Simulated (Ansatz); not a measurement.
Sn(SMe)H3 (CH₆SSn). Total charge 0; singlet. Geometry r2SCAN-D4/def2-SVP.

```xyz
9

Sn   -1.2243   -0.9358    0.5202
S     0.9616   -0.9097   -0.5300
C     1.2755    0.8951   -0.5463
H     0.5275    1.4360   -1.1453
H     2.2606    1.0332   -1.0145
H     1.3125    1.3154    0.4699
H    -1.1046   -0.2785    2.1013
H    -1.7065   -2.5739    0.5594
H    -2.3022    0.0182   -0.4147
```

In the def2 sets Sn takes a core potential, while STO-3G treats all electrons; there is no spin–orbit coupling.

Estimate the orbital energies around the gap (eV) in Ansatz with HF/STO-3G, PBE-D4/def2-TZVP, r2SCAN-D4/def2-TZVP, PBE0-D4/def2-SVP, PBE0-D4/def2-TZVP.


| orbital | HF/STO-3G | PBE-D4/def2-TZVP | r2SCAN-D4/def2-TZVP | PBE0-D4/def2-SVP | PBE0-D4/def2-TZVP |
| --- | --- | --- | --- | --- | --- |
| HOMO−13 | -24.20 | -25.74 | -26.54 | -28.68 | -28.60 |
| HOMO−12 | -24.18 | -25.72 | -26.52 | -28.66 | -28.59 |
| HOMO−11 | -24.16 | -25.63 | -26.42 | -28.55 | -28.48 |
| HOMO−10 | -24.00 | -25.63 | -26.42 | -28.55 | -28.48 |
| HOMO−9 | -23.99 | -18.98 | -19.91 | -21.31 | -21.41 |
| HOMO−8 | -20.68 | -15.47 | -16.19 | -17.44 | -17.57 |
| HOMO−7 | -15.24 | -12.70 | -13.15 | -14.30 | -14.31 |
| HOMO−6 | -14.55 | -10.46 | -10.87 | -11.98 | -12.01 |
| HOMO−5 | -14.22 | -10.41 | -10.83 | -11.96 | -12.01 |
| HOMO−4 | -11.07 | -9.08 | -9.41 | -10.36 | -10.37 |
| HOMO−3 | -10.58 | -8.10 | -8.45 | -9.34 | -9.38 |
| HOMO−2 | -10.10 | -8.02 | -8.35 | -9.23 | -9.26 |
| HOMO−1 | -7.71 | -6.99 | -7.25 | -8.06 | -8.12 |
| HOMO | -6.47 | -5.51 | -5.75 | -6.59 | -6.70 |
| LUMO | 9.43 | -1.36 | -1.06 | -0.27 | -0.54 |
| LUMO+1 | 11.86 | -0.50 | -0.15 | 0.70 | 0.36 |
| LUMO+2 | 12.05 | -0.40 | -0.04 | 0.77 | 0.46 |
| LUMO+3 | 12.58 | 0.30 | 0.68 | 1.32 | 1.03 |
| LUMO+4 | 13.80 | 0.70 | 1.04 | 2.18 | 1.58 |
| LUMO+5 | 19.00 | 1.42 | 2.19 | 2.93 | 2.17 |
